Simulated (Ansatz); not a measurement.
F3GaH3P. Total charge 0; spin multiplicity 1. The bonds changed during the relaxation, so this is another structure than the one it started from.

| atom | x (Å) | y (Å) | z (Å) |
| --- | --- | --- | --- |
| F1 | -1.475 | 0.720 | -2.569 |
| P2 | -1.090 | -0.280 | -1.424 |
| F3 | -0.342 | 0.796 | -0.504 |
| F4 | 0.193 | -0.881 | -2.089 |
| Ga5 | 0.672 | -0.063 | 1.623 |
| H6 | -0.232 | 0.811 | 2.557 |
| H7 | 0.140 | -1.466 | 1.138 |
| H8 | 2.135 | 0.364 | 1.268 |

Problem. What are the harmonic wavenumbers in cm⁻¹ at PBE0-D4/def2-TZVP (Ansatz, finite differences of forces, unscaled)? (Estimate.)

Solution. Computed: 30, 46, 76, 86, 269, 319, 346, 373, 480, 724, 749, 761, 803, 880, 902, 1939, 1983, 1988.

Problem. Is this a minimum?

Solution. Yes, all 18 modes are real.

Problem. Give the ideal-gas thermochemistry at 298.15 K and 1 bar (rigid rotor, harmonic oscillator; point group C1, symmetry number 1).

Solution. Zero-point energy 76.3 kJ/mol; H(298) − E = 100.7 kJ/mol; entropy 399.2 J/(mol·K), of which translation 172.2, rotation 119.4, vibration 107.6; G(298) − E = -18.3 kJ/mol. Modes under 100 cm⁻¹ are hindered rotations or soft bends, so the harmonic entropy is rough.
